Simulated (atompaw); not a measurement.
## Logarithmic derivatives: Zr (Z = 40), PAW (atompaw)

```
Element                 : zirconium
Generator               : atompaw 4.2.0.5
Type                    : PAW
Functional              : PBEsol
Relativity              : scalar-relativistic
Frozen core             : [Kr]
Valence charge          : 4
Reference configuration : 4d2 5s1 5p0 (charge +1)
Partial waves           : 5s (bound): rc 3.00 bohr; 5s channel at -0.4 Ry: rc 3.00 bohr; 5p (bound, empty): rc 3.00 bohr; 5p channel at 4.65 Ry: rc 3.00 bohr; 4d (bound): rc 2.25 bohr; 4d channel at 1.25 Ry: rc 3.00 bohr
Local potential         : bessel scheme, radius 2.95 bohr
Core correction         : smooth core density matched at 2.15 bohr
Augmentation charge     : sinc compensation charge, radius 2.60 bohr; PAW radius 3.00 bohr; waves and projectors: custom rrkj gramschmidtortho
```

The phase is arctan(r·u′/u) with u = r·R(r), unwrapped; energies in Ry, scanned from -3 to 5 Ry. A pole is an energy at which the radial function vanishes at the test radius. The pseudo phase is shifted by a multiple of π to meet the all-electron one at the reference energy, and phase errors are pseudo minus all-electron; the curves can meet again beyond the range given. Levels narrower than the energy grid can be missing from the lists of poles.

```tsv
channel	radius (bohr)	reference energy (Ry)	poles, all-electron	poles, pseudo	unbroken range about the reference energy with phases within 0.05 rad	phase error 1 Ry above the reference energy (rad)
s	3.02	-0.73	1.17	1.12, 2.56	below 1.8	-0.001
p	3.02	-0.46	-2.82, 2.17	2.00	above -2.4	-0.033
d	3.02	-0.74	-0.36, 4.05	-0.36, 4.18	the whole range	+0.000
```

Phases in the s channel:

| E (Ry) | all-electron | pseudo |
| --- | --- | --- |
| -3.00 | 1.327 | 1.324 |
| -2.52 | 1.285 | 1.284 |
| -2.04 | 1.219 | 1.218 |
| -1.56 | 1.090 | 1.089 |
| -1.08 | 0.736 | 0.736 |
| -0.60 | -0.431 | -0.431 |
| -0.12 | -1.199 | -1.199 |
| 0.36 | -1.422 | -1.423 |
| 0.84 | -1.524 | -1.527 |
| 1.32 | -1.589 | -1.599 |
| 1.80 | -1.641 | -1.685 |
| 2.28 | -1.692 | -4.289 |
| 2.76 | -1.756 | -4.763 |
| 3.24 | -1.855 | -4.841 |
| 3.72 | -2.068 | -4.925 |
| 4.20 | -2.815 | -5.080 |
| 4.68 | -4.028 | -5.609 |
